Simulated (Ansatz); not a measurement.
## Breaking a bond in TeF2 (SMILES F[Te]F)

TeF2: 3 atoms, total charge 0, spin state singlet. SMILES: `F[Te]F`. The shape comes from GFN2-xTB, which is rough for such elements, and wasn't checked as a minimum.

```xyz
3

Te    0.0049   -0.0081   -0.9199
F     1.3854   -0.0175    0.4678
F    -1.3904    0.0256    0.4521
```

The Te1–F2 distance is scanned; the parts on either side stay rigid. Basis STO-3G, 20 core orbitals frozen in the correlated methods; program Ansatz 0.2.0. FCI is exact within this basis and core. Energies in eV from each method's value at 1.957 Å; methods without a U are spin-restricted; a dash marks a point that is missing or didn't converge. The shape above is that at 1.957 Å.

```
distance (Å)  r2SCAN  PBE0  HSE06    MP2  CCSD   FCI
       1.957    0.00  0.00   0.00   0.00  0.00  0.00
       2.447    1.14  1.32   1.31   1.35  0.67  0.64
       2.936    2.92  3.33   3.30   2.79  1.48  1.36
       3.915    4.44  5.13   5.07   1.53  1.73  1.56
       4.894       –  5.43   5.34  -1.30  1.74  1.56
```

Departure from the FCI curve at its largest: r2SCAN +2.89 eV at 3.92 Å; PBE0 +3.86 eV at 4.89 Å; HSE06 +3.77 eV at 4.89 Å; MP2 -2.86 eV at 4.89 Å; CCSD +0.18 eV at 3.92 Å. The curve of MP2 turns over, which the reference doesn't. Restricted functionals keep the electrons paired too, and rise too high.
